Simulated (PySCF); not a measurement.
# Ne³⁺ (neon, charge +3): UHF calculation

Configuration: [He] 2s2 2p3, high-spin 4S determinant. All numbers are calculated (PySCF 2.14, the spin-free X2C one-electron Hamiltonian (Gaussian nucleus), in aug-cc-pCVQZ-DK).

| Item | Value |
| --- | --- |
| Total energy | -124.244998 hartree |
| One-electron energy | -157.3018 hartree |
| Hartree (Coulomb) energy | 43.5815 hartree |
| Exchange energy | -10.5247 hartree |
| ⟨S²⟩ | 3.7529 |
| ⟨L²⟩ | 0.000 |
| Sum of ⟨r⟩ | 4.135 bohr |
| Sum of ⟨r²⟩ | 3.620 bohr² |
| Langevin diamagnetic susceptibility | -2.87 ×10⁻⁶ cm³/mol |

| shell | electrons | mean orbital energy (eV) | rms radius, mean of both spins (bohr) |
| --- | --- | --- | --- |
| 1s α | 1 | -979.06 | 0.182 |
| 1s β | 1 | -972.96 | 0.182 |
| 2s α | 1 | -126.93 | 0.869 |
| 2s β | 1 | -106.97 | 0.869 |
| 2p α | 3 | -98.477 | 0.825 |

Spin-orbit constants ζ (cm⁻¹) from the X2C one-electron operator on these orbitals: bare nucleus, nucleus screened by l(l+1)(2l+1)/3 electrons, and screened by the Breit-Pauli mean field of the electrons.

```csv
shell,bare,screened nucleus,mean field
2p,953.4,762.7,687.2
```
